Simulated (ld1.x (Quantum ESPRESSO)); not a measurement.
**Plane-wave convergence, TM potential for Co**

* Element: Co (Z = 27)
* Generator: ld1.x (Quantum ESPRESSO) 7.5
* Type: norm-conserving Troullier–Martins (Kleinman–Bylander form)
* Functional: PBE
* Relativity: scalar-relativistic
* Frozen core: [Ar]
* Valence charge: 9
* Reference configuration: 3d7 4s1.5 4p0 (charge +0.5)
* Partial waves: 4s (bound): rc 1.65 bohr; 3d (bound): rc 1.25 bohr; 4p (bound, empty): rc 1.90 bohr
* Local potential: the p channel
* Core correction: none

The pseudo-atom Hamiltonian at the reference potential is diagonalised in spherical Bessel functions j_l(qr) that vanish at 20 bohr, with q² up to the cutoff. All-electron valence levels (Ry): 4s -0.6607, 3d -0.9107, 4p -0.3091.

Problem. How do the lowest levels (Ry) of each channel move with the cutoff, and are there ghosts?

Solution.

```csv
cutoff (Ry),s #1,d #1,d #2,p #1,f #1,Σ f·Δε (mRy)
8,-0.6418,-0.0473,0.0361,-0.3028,0.0345,6072.5
21,-0.6551,-0.0477,0.0356,-0.3066,0.0345,6049.6
50,-0.6602,-0.0680,0.0146,-0.3090,0.0345,5899.7
90,-0.6606,-0.7811,-0.0381,-0.3090,0.0345,907.5
180,-0.6606,-0.9105,-0.0390,-0.3091,0.0345,1.8
350,-0.6607,-0.9107,-0.0390,-0.3091,0.0345,0.0
400,-0.6607,-0.9107,-0.0390,-0.3091,0.0345,0.0
```

Result: no extra level below or beside the all-electron valence levels (s, d, p, f tested); 10 mRy is reached at 140 Ry and 1 mRy at 260 Ry.

1 of 7 tests not solved or not reliable.
